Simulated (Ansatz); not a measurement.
**Worked example: LiBr + CBrCl2F → LiF + CBr2Cl2**

Gas-phase species: LiBr, singlet; CBrCl2F (bromodichlorofluoromethane) `FC(Cl)(Cl)Br`, singlet; LiF, singlet; CBr2Cl2 (dibromodichloromethane) `ClC(Cl)(Br)Br`, singlet. The partners trade Br for F: Li–Br and C–F bonds give way to Li–F and C–Br.

Shapes, held fixed at every level: PBE0-D4/def2-TZVP. Programs: Ansatz 0.2.0. The zero-point and thermal change to 298 K, harmonic and unscaled (PBE0-D4/def2-TZVP), is -2.4 kJ/mol.

At CCSD(T)/def2-TZVPP; 1 Eh = 2625.50 kJ/mol:

| species | energy (Eh) |
| --- | --- |
| LiBr | -2580.285217 |
| CBrCl2F | -3629.912342 |
| LiF | -107.300812 |
| CBr2Cl2 | -6102.872812 |

Work out ΔH(298 K) of the reaction at this level.


1. Products less reactants: (-107.300812) + (-6102.872812) − [(-2580.285217) + (-3629.912342)] = 0.023935 Eh = +62.8 kJ/mol.
2. With the thermal change: +62.8 + (-2.4) = +60.4 kJ/mol.

Other levels give +42.3 (MP2/def2-TZVPP) to +87.7 kJ/mol (CCSD/def2-SVP). No measured value is set beside it here. Relativity is left out for Br. Outer-core shells of Br, Li are correlated, in sets that cover them unevenly. Sets without diffuse functions underbind ionic bonds of s-block metals. The median of the other correlated levels is +71.3 kJ/mol.
